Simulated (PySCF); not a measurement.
C2H4ClFOSi. Atoms are numbered in the order given.

```xyz
10

O      2.6807     0.1530    -1.2475
C      2.0486     0.2584    -0.2315
C      1.1070    -0.7895     0.2861
Si    -0.6698    -0.4638    -0.1983
F     -1.6006    -1.5262     0.5894
Cl    -1.1932     1.4236     0.4188
H      2.1056     1.1870     0.3920
H      1.1275    -0.8271     1.3881
H      1.3850    -1.7725    -0.1279
H     -0.9311    -0.5967    -1.6477
```
Charge 0, spin multiplicity 1.

Geometry: PBE0-D3(BJ)/def2-SVP. The structure was generated by enumeration; whether it is a known compound was not checked. Other conformers were not sampled.

All values below come from SMD-B3LYP/def2-SVP (PySCF).

Solvation free energies are E(SMD) − E(gas) at the gas-phase geometry, for 1 M in both phases. In vacuum the dipole moment is 1.24 D.

**Question.** Rank water, chloroform, acetone by solvation free energy, most negative first.

**Answer.** acetone (-6.6 kcal/mol), chloroform (-5.2 kcal/mol), water (-3.1 kcal/mol)
